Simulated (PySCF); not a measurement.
Exercise with solution: oscillator strength and radiative lifetime

AlH5OSi, SMILES [AlH2][O][SiH3].

The structure is a stationary point at PBE0-D3(BJ)/def2-TZVP.

TDDFT-M06-2X/def2-SVPD in PySCF puts the first singlet state with f over 0.02 at 7.40 eV (vertical), with the transition dipole (-0.181, 0.140, 0.709) in atomic units.

Find the oscillator strength, the wavelength and the radiative lifetime that this transition would have in vacuum if emission retraced absorption.


|μ|² = 0.5550 au, so |μ| = 1.89 D. ΔE = 7.40/27.211 = 0.2719 hartree. f = (2/3) ΔE |μ|² = 0.101 (the program prints 0.101).
λ = 1239.84/7.40 = 168 nm; ν = 59685 cm⁻¹.
Einstein's coefficient A = 0.6670 ν² f s⁻¹ (ν in cm⁻¹) = 2.4e8 s⁻¹, so τ = 1/A = 4.2 ns. This state is S4; the lower singlets have f = 0.000, 0.000, 0.000. The figure is the radiative limit of this one transition; relaxation, internal conversion, crossing to triplets and a medium change what is measured.
